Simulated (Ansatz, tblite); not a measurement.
Isomers of Cs3H3 (singlet), found by a short tight-binding search and relaxed with PBE-D4/def2-TZVP in Ansatz.

In the def2 sets Cs takes a core potential; there is no spin–orbit coupling. The xTB rows come from tblite. Correlated methods freeze no core orbitals; core or outer-core shells of Cs are correlated, in sets that lack core-valence functions.

Other spin states were run for one of them alone.

A:

Cartesian coordinates in Å:
```
Cs 2.658 -1.193 0.816
Cs 0.137 1.851 -1.086
Cs -1.746 -1.122 0.591
H -2.430 1.111 -0.757
H 0.631 0.464 1.561
H 0.750 -1.112 -1.125
```

B:

```tsv
atom	x (Å)	y (Å)	z (Å)
Cs1	-1.577	2.287	0.898
Cs2	-0.326	-1.022	-2.716
Cs3	1.903	-1.265	1.817
H4	-1.620	1.061	-1.532
H5	1.326	-1.942	-0.756
H6	0.294	0.881	2.290
```

Task: Estimate their order by electronic energy at CCSD(T)/def2-TZVPP, counted from the lowest.

Result: B (0.0) < A (8.1), in kJ/mol.

Task: Do the other levels pick the same lowest one?

Result: Not GFN1-xTB. Energies above each level's lowest (kJ/mol):

```tsv
level	A	B
GFN1-xTB	0.0	17.1
GFN2-xTB	33.7	0.0
HF/def2-TZVPP	22.0	0.0
PBE-D4/def2-TZVP	1.9	0.0
BLYP-D4/def2-TZVP	3.3	0.0
r2SCAN-D4/def2-TZVP	2.0	0.0
PBE0-D4/def2-TZVP	4.0	0.0
PBE-QIDH/def2-TZVP	9.3	0.0
MP2/def2-TZVPP	5.2	0.0
CCSD/def2-TZVPP	9.5	0.0
CCSD(T)/def2-TZVPP	8.1	0.0
```
Point groups (tolerance 0.1 Å): A not assigned, B not assigned. Lower isomers may exist.
